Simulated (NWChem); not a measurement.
System: C₂H₄Cl₂; SMILES CC(Cl)Cl

Excerpt of the output:

```
             Northwest Computational Chemistry Package (NWChem) 7.3.0
             --------------------------------------------------------

 CS  symmetry detected

                             Geometry "geometry" -> ""
                             -------------------------

 Output coordinates in angstroms (scale by  1.889725989 to convert to a.u.)

  No.       Tag          Charge          X              Y              Z
 ---- ---------------- ---------- -------------- -------------- --------------
    1 C                    6.0000    -1.72412124    -0.16077128     0.00000000
    2 C                    6.0000    -0.33526645     0.42317554     0.00000000
    3 Cl                  17.0000     0.55611946    -0.06410505     1.46699100
    4 Cl                  17.0000     0.55611946    -0.06410505    -1.46699100
    5 H                    1.0000    -1.67367633    -1.25850969     0.00000000
    6 H                    1.0000    -2.26815515     0.17189278     0.89600200
    7 H                    1.0000    -2.26815515     0.17189278    -0.89600200
    8 H                    1.0000    -0.34174872     1.51987033     0.00000000

 Effective nuclear repulsion energy (a.u.)     208.9369597150

      Symmetry information
      --------------------

 Group name             Cs
 Group number              2
 Group order               2
 No. of unique centers     6

                                Z-matrix (autoz)
                                --------

 Units are Angstrom for bonds and degrees for angles

      Type          Name      I     J     K     L     M      Value
      ----------- --------  ----- ----- ----- ----- ----- ----------
    1 Stretch                  1     2                       1.50662
    2 Stretch                  1     5                       1.09890
    3 Stretch                  1     6                       1.09975
    4 Stretch                  1     7                       1.09975
    5 Stretch                  2     3                       1.78440
    6 Stretch                  2     4                       1.78440
    7 Stretch                  2     8                       1.09671
    8 Bend                     1     2     3               110.77231
    9 Bend                     1     2     4               110.77231
   10 Bend                     1     2     8               112.46576
   11 Bend                     2     1     5               110.17333
   12 Bend                     2     1     6               109.80245
   13 Bend                     2     1     7               109.80245
   14 Bend                     3     2     4               110.59542
   15 Bend                     3     2     8               106.02319
   16 Bend                     4     2     8               106.02319
   17 Bend                     5     1     6               108.95827
   18 Bend                     5     1     7               108.95827
   19 Bend                     6     1     7               109.12131
   20 Torsion                  3     2     1     5         -61.55524
   21 Torsion                  3     2     1     6          58.45503
   22 Torsion                  3     2     1     7         178.43449
   23 Torsion                  4     2     1     5          61.55524
   24 Torsion                  4     2     1     6        -178.43449
   25 Torsion                  4     2     1     7         -58.45503
   26 Torsion                  5     1     2     8         180.00000
   27 Torsion                  6     1     2     8         -59.98973
   28 Torsion                  7     1     2     8          59.98973

  xc_inp: hfexch multiplicative factor not found.

                           NWChem Geometry Optimization
                           ----------------------------

 maximum gradient threshold         (gmax) =   0.000450
 rms gradient threshold             (grms) =   0.000300
 maximum cartesian step threshold   (xmax) =   0.001800
 rms cartesian step threshold       (xrms) =   0.001200
 fixed trust radius                (trust) =   0.300000
 source of zmatrix                         =   autoz

          -------------------
          Energy Minimization
          -------------------

 Using diagonal initial Hessian
 Scaling for Hessian diagonals: bonds = 1.00  angles = 0.25  torsions = 0.10

          --------
          Step   0

                                 NWChem DFT Module
                                 -----------------

 Summary of "ao basis" -> "ao basis" (spherical)
 ------------------------------------------------------------------------------
       Tag                 Description            Shells   Functions and Types
 ---------------- ------------------------------  ------  ---------------------
 C                           6-31g*                  6       14   3s2p1d
 Cl                          6-31g*                  8       18   4s3p1d
 H                           6-31g*                  2        2   2s

      Symmetry analysis of basis
      --------------------------

        a'         44
        a"         28

            General Information
            -------------------
          SCF calculation type: DFT
          Wavefunction type:  closed shell.
          No. of atoms     :     8
          No. of electrons :    50
           Alpha electrons :    25
            Beta electrons :    25
          Charge           :     0
          Spin multiplicity:     1
          Use of symmetry is: on ; symmetry adaption is: on
          Maximum number of iterations: 150
          AO basis - number of functions:    72
                     number of shells:    36
          Convergence on energy requested:  1.00D-06
          Convergence on density requested:  1.00D-05
          Convergence on gradient requested:  5.00D-04

              XC Information
              --------------
                     Hartree-Fock (Exact) Exchange  1.000

      Superposition of Atomic Density Guess
      -------------------------------------

 Sum of atomic energies:        -996.21460389

      Non-variational initial energy
      ------------------------------

 Total energy =    -997.856048
 1-e energy   =   -1789.169881
 2-e energy   =     582.376874
 HOMO         =      -0.351532
 LUMO         =       0.054739

      Symmetry analysis of molecular orbitals - initial
      -------------------------------------------------

  Numbering of irreducible representations:

     1 a'          2 a"

  Orbital symmetries:

     1 a"          2 a'          3 a'          4 a'          5 a'
     6 a"          7 a'          8 a"          9 a'         10 a'
    11 a"         12 a"         13 a'         14 a'         15 a"
    16 a'         17 a'         18 a"         19 a'         20 a"
    21 a'         22 a"         23 a'         24 a"         25 a'
    26 a'         27 a"         28 a'         29 a'         30 a"
    31 a'         32 a'         33 a'         34 a"         35 a"

   convergence    iter        energy       DeltaE   RMS-Dens  Diis-err
 ---------------- ----- ----------------- --------- --------- ---------
 d= 0,ls=0.0,diis     1   -996.9412029855 -1.21D+03  1.08D-02  4.92D-01
 d= 0,ls=0.0,diis     2   -996.9954532631 -5.43D-02  4.23D-03  2.03D-01
 d= 0,ls=0.0,diis     3   -997.0197161441 -2.43D-02  1.55D-03  3.63D-03
 d= 0,ls=0.0,diis     4   -997.0207576550 -1.04D-03  3.39D-04  1.48D-04
 d= 0,ls=0.0,diis     5   -997.0208028016 -4.51D-05  1.39D-04  1.98D-05
  Resetting Diis
 d= 0,ls=0.0,diis     6   -997.0208090243 -6.22D-06  3.43D-05  1.42D-06
 d= 0,ls=0.0,diis     7   -997.0208094885 -4.64D-07  5.87D-06  8.50D-08

         Total DFT energy =     -997.020809488460
      One electron energy =    -1790.896567123730
           Coulomb energy =      651.865536904322
    Exchange-Corr. energy =      -66.926738984073
 Nuclear repulsion energy =      208.936959715021

 Numeric. integr. density =        0.000000000000

                  Occupations of the irreducible representations
                  ----------------------------------------------

                     irrep           alpha         beta
                     --------     --------     --------
                     a'               15.0         15.0
                     a"               10.0         10.0

                       DFT Final Molecular Orbital Analysis
                       ------------------------------------

[...]

      ----------------------
      Optimization converged
      ----------------------

  Step       Energy      Delta E   Gmax     Grms     Xrms     Xmax
  ---- ---------------- -------- -------- -------- -------- --------
@    3    -997.02176669 -1.2D-06  0.00008  0.00004  0.00084  0.00171
                                     ok       ok       ok       ok

                                Z-matrix (autoz)
                                --------

 Units are Angstrom for bonds and degrees for angles

      Type          Name      I     J     K     L     M      Value     Gradient
      ----------- --------  ----- ----- ----- ----- ----- ---------- ----------
    1 Stretch                  1     2                       1.51543   -0.00005
    2 Stretch                  1     5                       1.08198    0.00006
    3 Stretch                  1     6                       1.08341    0.00007
    4 Stretch                  1     7                       1.08341    0.00007
    5 Stretch                  2     3                       1.78217    0.00006
    6 Stretch                  2     4                       1.78217    0.00006
    7 Stretch                  2     8                       1.07462    0.00008
    8 Bend                     1     2     3               110.92891    0.00003
    9 Bend                     1     2     4               110.92891    0.00003
   10 Bend                     1     2     8               111.97678    0.00002
   11 Bend                     2     1     5               110.63051   -0.00000
   12 Bend                     2     1     6               109.50778    0.00001
   13 Bend                     2     1     7               109.50778    0.00001
   14 Bend                     3     2     4               110.42200   -0.00004
   15 Bend                     3     2     8               106.19411   -0.00002
   16 Bend                     4     2     8               106.19411   -0.00002
   17 Bend                     5     1     6               109.02799   -0.00002
   18 Bend                     5     1     7               109.02799   -0.00002
   19 Bend                     6     1     7               109.11407    0.00003
   20 Torsion                  3     2     1     5         -61.55432    0.00001
   21 Torsion                  3     2     1     6          58.64192   -0.00001
   22 Torsion                  3     2     1     7         178.24944    0.00003
   23 Torsion                  4     2     1     5          61.55432   -0.00001
   24 Torsion                  4     2     1     6        -178.24944   -0.00003
   25 Torsion                  4     2     1     7         -58.64192    0.00001
   26 Torsion                  5     1     2     8         180.00000   -0.00000
   27 Torsion                  6     1     2     8         -59.80376   -0.00002
   28 Torsion                  7     1     2     8          59.80376    0.00002

                         Geometry "geometry" -> "geometry"
                         ---------------------------------

 Output coordinates in angstroms (scale by  1.889725989 to convert to a.u.)

  No.       Tag          Charge          X              Y              Z
 ---- ---------------- ---------- -------------- -------------- --------------
    1 C                    6.0000    -1.72913798    -0.16359973     0.00000000
    2 C                    6.0000    -0.33283705     0.42534875     0.00000000
    3 Cl                  17.0000     0.56187217    -0.05780202     1.46362332
    4 Cl                  17.0000     0.56187217    -0.05780202    -1.46362332
    5 H                    1.0000    -1.68686525    -1.24475059     0.00000000
    6 H                    1.0000    -2.26210294     0.16905514     0.88264558
    7 H                    1.0000    -2.26210294     0.16905514    -0.88264558
    8 H                    1.0000    -0.34958230     1.49983568     0.00000000

 Effective nuclear repulsion energy (a.u.)     209.2210017092

      Symmetry information
      --------------------

 Group name             Cs
 Group number              2
 Group order               2
 No. of unique centers     6

                Final and change from initial internal coordinates
                --------------------------------------------------

                                Z-matrix (autoz)
                                --------

 Units are Angstrom for bonds and degrees for angles

[...]

 Rotational Constants
 --------------------
 A=   0.214583 cm-1  (  0.308730 K)
 B=   0.106694 cm-1  (  0.153506 K)
 C=   0.075480 cm-1  (  0.108596 K)

 Temperature                      =   298.15K
 frequency scaling parameter      =   1.0000

 Zero-Point correction to Energy  =   38.881 kcal/mol  (  0.061962 au)
 Thermal correction to Energy     =   41.771 kcal/mol  (  0.066566 au)
 Thermal correction to Enthalpy   =   42.363 kcal/mol  (  0.067510 au)

 Total Entropy                    =   71.605 cal/mol-K
   - Translational                =   39.639 cal/mol-K (mol. weight =  97.9690)
   - Rotational                   =   26.326 cal/mol-K (symmetry #  =        1)
   - Vibrational                  =    5.641 cal/mol-K

 Cv (constant volume heat capacity) =   14.870 cal/mol-K
   - Translational                  =    2.979 cal/mol-K
   - Rotational                     =    2.979 cal/mol-K
   - Vibrational                    =    8.911 cal/mol-K

[normal modes left out]

 ----------------------------------------------------------------------------
 Normal Eigenvalue ||           Projected Infra Red Intensities
  Mode   [cm**-1]  || [atomic units] [(debye/angs)**2] [(KM/mol)] [arbitrary]
 ------ ---------- || -------------- ----------------- ---------- -----------
    1       -0.000 ||    0.000618           0.014         0.602       0.410
    2        0.000 ||    0.000058           0.001         0.057       0.039
    3        0.000 ||    0.000321           0.007         0.313       0.213
    4        0.000 ||    0.000447           0.010         0.436       0.297
    5        0.000 ||    0.000440           0.010         0.429       0.292
    6        0.000 ||    0.002454           0.057         2.392       1.630
    7      290.074 ||    0.000031           0.001         0.030       0.021
    8      302.045 ||    0.001467           0.034         1.430       0.975
    9      344.343 ||    0.000637           0.015         0.621       0.423
   10      437.282 ||    0.005554           0.128         5.414       3.690
   11      702.080 ||    0.019343           0.446        18.856      12.851
   12      779.355 ||    0.138893           3.204       135.400      92.280
   13     1074.380 ||    0.013114           0.303        12.784       8.713
   14     1187.688 ||    0.043397           1.001        42.306      28.833
   15     1199.341 ||    0.001527           0.035         1.488       1.014
   16     1407.846 ||    0.061431           1.417        59.886      40.814
   17     1449.136 ||    0.015899           0.367        15.499      10.563
   18     1570.739 ||    0.004651           0.107         4.534       3.090
   19     1628.330 ||    0.005927           0.137         5.778       3.938
   20     1631.240 ||    0.001218           0.028         1.187       0.809
   21     3226.224 ||    0.012484           0.288        12.170       8.294
   22     3300.916 ||    0.014086           0.325        13.731       9.358
   23     3313.677 ||    0.007876           0.182         7.678       5.233
   24     3366.253 ||    0.009358           0.216         9.123       6.218
 ----------------------------------------------------------------------------
```

Level: Hartree-Fock/6-31G* (spherical d). 

Problem. Which NWChem input produces such a log?

Solution. One answer among several that fit: the input that was run:
```
start job
memory heap 200 mb stack 900 mb global 1100 mb
geometry units angstroms
  C     -1.725529    -0.167642     0.000000
  C     -0.340902     0.426260     0.000000
  Cl     0.553959    -0.054609    -1.466991
  Cl     0.553959    -0.054609     1.466991
  H     -1.667205    -1.264990     0.000000
  H     -2.271937     0.161108    -0.896002
  H     -2.271937     0.161108     0.896002
  H     -0.355257     1.522880     0.000000
end
basis spherical
  * library 6-31g*
end
dft
  xc hfexch
  iterations 150
end
driver
  maxiter 120
end
task dft optimize
task dft freq
```
